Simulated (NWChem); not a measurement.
System: SiNH3OCl2; SMILES N[Si](O)(Cl)Cl

```xyz
8

N     -1.4712    -0.1652     1.2614
Si    -0.3836    -0.0457    -0.0321
O     -1.2576    -0.0720    -1.4228
Cl     0.9400    -1.6217     0.1389
Cl     0.7819     1.6843    -0.0861
H     -2.2939     0.4230     1.3025
H     -1.1845    -0.5127     2.1665
H     -0.8534     0.3470    -2.1964
```
Atoms are numbered in this order, from 1.

Program: NWChem. Pople sets run with spherical d functions. Geometry: optimised at B3LYP/6-31G* (spherical d). Atomic charges in e: unrestrained fits to the electrostatic potential beside Mulliken populations; buried atoms are poorly determined by the fit.

For level Hartree-Fock/6-31G*:

| Property | Result |
|---|---|
| ESP N1 | -0.99 |
| Mulliken N1 | -1.04 |
| ESP Si2 | 1.15 |
| Mulliken Si2 | 1.31 |
| ESP O3 | -0.72 |
| Mulliken O3 | -0.85 |

Task: What are these values for level B3LYP/def2-SVP?

Result: 
| Quantity | Value |
|---|---|
| ESP N1 | -0.77 |
| Mulliken N1 | -0.32 |
| ESP Si2 | 0.79 |
| Mulliken Si2 | 0.74 |
| ESP O3 | -0.58 |
| Mulliken O3 | -0.36 |
